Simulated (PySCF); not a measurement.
# Relaxation of singlet BiS₃⁻

These are results of PySCF, PBE0, basis Bi def2-SVPD with ECP60, S def2-SVPD (scalar-relativistic core potentials, no spin–orbit coupling, density fitting), not measurements. A (50,194) grid was used.

A hand-made T-shaped start, of C2v symmetry, held to at least that symmetry:

```xyz
4
charge -1 multiplicity 1, angstrom
Bi    0.0000    0.0000   -0.2636
S     0.0000    0.0000    2.0864
S     2.3486    0.0000   -0.1816
S    -2.3486    0.0000   -0.1816
```

Optimiser trace:
```tsv
step	E − E(last) (kJ/mol)	largest gradient (Eh/bohr)
0	219.05	0.04079
1	129.68	0.03181
2	64.24	0.02026
3	36.65	0.02492
4	16.16	0.02003
5	2.03	0.00760
6	0.07	0.00249
7	0.00	0.00052
8	0.00	0.00003
```

It ends at D3h with Bi–S 2.376 Å (×3); S–Bi–S 120.0° (×3) (after a last refinement on a finer grid). A frequency run shows a minimum. Other isomers or separated fragments may lie lower.

Spin–orbit coupling, left out here, can matter for elements this heavy.

The relaxation took about 60 core-seconds on a shared host.
